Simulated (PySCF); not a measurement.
C5H7AlFN.
Atom-mapped SMILES: `[F:1][c:2]1[cH:3][cH:4][cH:5][n+:6]([AlH3-:7])[cH:8]1` (hydrogens: H9 on C3; H10 on C4; H11 on C5; H12, H13, H14 on Al7; H15 on C8)

Cartesian coordinates in Å at the PBE0-D3(BJ)/def2-SVP level; atoms count from 1:
```xyz
15
C5H7AlFN angstrom
F     -1.6921    2.5459   -0.7693
C     -1.2725    1.3485   -0.4023
C     -2.1825    0.3452   -0.0986
C     -1.6805   -0.8960    0.2837
C     -0.3050   -1.0795    0.3452
N      0.5504   -0.0949    0.0457
Al     2.5813   -0.4524    0.1081
C      0.0930    1.1038   -0.3221
H     -3.2538    0.5456   -0.1638
H     -2.3520   -1.7186    0.5345
H      0.1387   -2.0329    0.6427
H      2.7239   -1.0303    1.6005
H      3.0849    1.0479   -0.1798
H      2.7210   -1.5275   -1.0782
H      0.8298    1.8774   -0.5538
```

The closed-shell ground state was solved at several levels (PySCF, density fitting, gas phase, non-relativistic).

```csv
level,basis functions,HOMO (eV),LUMO (eV),gap (eV),dipole (D)
PBE0/pcSseg-1,178,-7.24,-2.42,4.82,6.62
HF/pcSseg-1,178,-10.27,1.15,11.42,6.77
```

What might B3LYP/def2-SVPD (223 basis functions) give for the same quantities?

HOMO -7.03 eV, LUMO -2.62 eV, gap 4.41 eV, dipole 6.52 D.

Over all these levels, which gives the widest orbital gap and which the narrowest?

HF/pcSseg-1 (Hartree–Fock, all exact exchange) has the widest, 11.42 eV, and B3LYP/def2-SVPD (global hybrid, 20 % exact exchange) the narrowest, 4.41 eV. Functional and basis both differ between the two, so the spread mixes both effects. The HOMO need not be the same orbital at Hartree–Fock and at DFT levels.

How far do the dipole and the HOMO energy spread over the levels?

The dipole runs from 6.52 to 6.77 D (mean 6.64 D) and the HOMO from -10.27 to -7.03 eV.
